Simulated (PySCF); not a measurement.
Cl2H5NSi2. Atoms are numbered in the order given.

```xyz
10

Si     0.5963     0.1308     0.6566
Cl     1.2778    -0.9716    -0.9635
Cl     0.8498     2.1504     0.2302
N     -1.0573    -0.3118     0.8562
Si    -2.1195    -1.1115    -0.3143
H      1.4289    -0.1538     1.8612
H     -1.5194     0.0303     1.7052
H     -3.4979    -1.0369     0.2802
H     -1.7456    -2.5517    -0.5191
H     -2.1091    -0.4161    -1.6458
```

Geometry optimised at PBE-D3(BJ)/def2-SVP. One conformer was computed; it need not be the lowest.

All values below come from KT2/pcSseg-1 (PySCF).

GIAO shieldings, no solvent; atoms listed in one row are averaged. δ = σ(ref) − σ: ²⁹Si against TMS (σ = 361.9 ppm); ³⁵Cl against HCl (σ = 945.4 ppm); ¹⁵N against NH3 (σ = 266.2 ppm); ¹H against TMS (σ = 31.47 ppm), references at their B3LYP-D3(BJ)/def2-TZVP geometries, non-relativistic (without spin–orbit terms, shifts of atoms bonded to Cl or Br come out too high).

Task: Estimate the chemical shifts. (The exact figures need the calculation; the answer reports its results.)

Result: 
| nucleus | atoms | count | δ (ppm) |
|---|---|---|---|
| ²⁹Si | Si1 | 1 | 3.3 |
| ²⁹Si | Si5 | 1 | -52.2 |
| ³⁵Cl | Cl3 | 1 | 176.1 |
| ³⁵Cl | Cl2 | 1 | 99.7 |
| ¹⁵N | N4 | 1 | 44.0 |
| ¹H | H6 | 1 | 6.50 |
| ¹H | H8, H9, H10 | 3 | 5.25 |
| ¹H | H7 | 1 | 1.26 |
